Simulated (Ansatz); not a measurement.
Reaction (redistribution): `C[CH2][Sn][F]` + `C[N](C)[Mg][OH]` → `C[N](C)[Sn][F]` + `C[CH2][Mg][OH]`

Program: Ansatz. Geometries: PBE0-D4/def2-TZVP. ΔE: electronic, gas phase. CCSD(T)/CBS is the MP2 limit (def2-TZVPP, def2-QZVPP) plus CCSD(T) − MP2 in def2-TZVPP, frozen cores. Functionals use def2-TZVPP. B3LYP here is the variant with VWN-RPA as its local correlation; programs differ in this. def2 core potentials past Kr. For Mg, Sn outer-core shells are correlated without core-valence functions, which leaves a few kJ/mol of doubt a bond. Each species was taken in one conformer, which may not be the lowest.

```csv
species,B3LYP-D4 energy (Eh)
`C[CH2][Sn][F]`,-393.56650
`C[N](C)[Mg][OH]`,-410.64929
`C[N](C)[Sn][F]`,-448.96764
`C[CH2][Mg][OH]`,-355.25997
```

Task: Work out ΔE.

Result: ΔE = (-448.96764) + (-355.25997) − (-393.56650) − (-410.64929) = -0.01182 Eh = -31.0 kJ/mol. CCSD(T)/CBS gives -29.3 kJ/mol.

Largest T1 diagnostic among the species: 0.017.

From PBE to PBE0 (25 % exact exchange), in def2-TZVPP and without D4, ΔE moves by +7.8 kJ/mol. At CCSD(T), def2-SVP lies +8.9 kJ/mol from the extrapolated value and def2-TZVPP +3.1 kJ/mol. In def2-TZVPP, CCSD(T) changes the Hartree–Fock value by −16.0 kJ/mol (the triples alone add −4.9 kJ/mol) and MP2 by −18.4 kJ/mol.
